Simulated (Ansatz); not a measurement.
The cluster Al₂Cu₃⁺. Charge 1, multiplicity 1. Geometry r2SCAN-D4/def2-SVP, basis def2-TZVP, Ansatz.

```
atom    x (Å)    y (Å)    z (Å)
 Al1  -0.1121   1.4384  -0.3038
 Al2  -0.0868  -1.0281  -1.0533
 Cu3   0.1961  -0.4047   1.3385
 Cu4   1.8792   0.0914  -0.2374
 Cu5  -1.8765  -0.0970   0.2560
```

```csv
run,HOMO (eV),LUMO (eV)
A,-10.01,-7.60
B,-9.80,-7.85
C,-9.76,-7.95
D,-10.38,-7.25
E,-12.25,-5.31
```

LC-ωPBE has ω = 0.4 bohr⁻¹. HSE06 is defined as in plane-wave codes, on full-range PBE exchange. The structure comes from a short search, and lower isomers may exist.

Question: The runs used HSE06, LC-ωPBE, PBE, PBE0, r2SCAN. Estimate which is which.

Answer: A HSE06 (range-separated); B r2SCAN (0 % exact exchange); C PBE (0 % exact exchange); D PBE0 (25 % exact exchange); E LC-ωPBE (range-separated). Exact exchange lowers occupied and raises empty levels; among semilocal functionals meta-GGAs tend to open the gap a little, and such runs are hard to tell apart. The gap grows from 1.82 eV (PBE) to 6.94 eV (LC-ωPBE).
